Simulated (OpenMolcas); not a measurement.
**Ionisation energies of scandium**

```yaml
Program: OpenMolcas
Basis: ANO-RCC-VTZP [6s5p3d2f1g]
Scalar_Hamiltonian: DKH2, point nucleus
Spin-orbit_coupling: RASSI with atomic mean-field integrals over the reference wave functions, term energies averaged over their components
```

Active shells in each charge state: the valence d shell, with orbitals averaged over the low states. Where CASPT2's correlated closed shells are named, they are those of the first ion.

A. CASSCF
B. SS-CASPT2, IPEA 0.25 Eh, imaginary shift 0.1 Eh (closed shells correlated: 3s 3p)
C. SS-CASPT2, IPEA 0.25 Eh, imaginary shift 0.1 Eh (closed shells correlated: none)
D. SS-CASPT2, IPEA 0 Eh, imaginary shift 0.1 Eh (closed shells correlated: 3s 3p)
E. SS-CASPT2, IPEA 0.25 Eh, imaginary shift 0.1 Eh (closed shells correlated: 2s 2p 3s 3p)

Energies in eV between the lowest computed levels, named as in B; reference values from the NIST Atomic Spectra Database with their kind.

| From | To | A | B | C | D | E | Spin-orbit share in B | Reference |
| --- | --- | --- | --- | --- | --- | --- | --- | --- |
| Sc2+ 3d ²D_3/2 | Sc3+ 3p⁶ ¹S₀ | 23.756 | 24.458 | 23.756 | 24.525 | 24.468 | +0.015 | 24.757 (measured) |

Error against the reference values, in %:

```
From  Reference     A     B     C     D     E
Sc2+   measured  -4.0  -1.2  -4.0  -0.9  -1.2
```

Absolute error against the one measured value: A 1.00 eV, B 0.30 eV, C 1.00 eV, D 0.23 eV, E 0.29 eV. D lies closest.

The lowest level within the active space need not be the ion's true ground level.
